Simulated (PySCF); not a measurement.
# Au⁺ (gold, charge +1): LDA calculation

Configuration: [Xe] 4f14 5d10, closed-shell 1S. All numbers are calculated (PySCF 2.14, scalar relativity through the core potential, in cc-pVDZ-PP with ECP60MDF).

- Total energy: -135.1277 hartree
- One-electron energy: -232.3998 hartree
- Hartree (Coulomb) energy: 109.6280 hartree
- Exchange-correlation energy: -12.3559 hartree
- ⟨S²⟩: 0.0000
- ⟨L²⟩: 0.000
- Sum of ⟨r⟩: 24.51 bohr
- Sum of ⟨r²⟩: 40.07 bohr²
- Time after the integrals: 0.33 s of wall time on 1 thread of Neoverse-V1 (shared host)

```csv
shell,electrons,mean orbital energy (eV),"rms radius, mean of both spins (bohr)"
5s,2,-116.25,0.997
5p,6,-68.464,1.15
5d,10,-15.592,1.73
```

Energies and moments cover only the electrons outside the core potential. Spin-orbit coupling, which splits the p, d and f shells strongly at this Z, is absent.
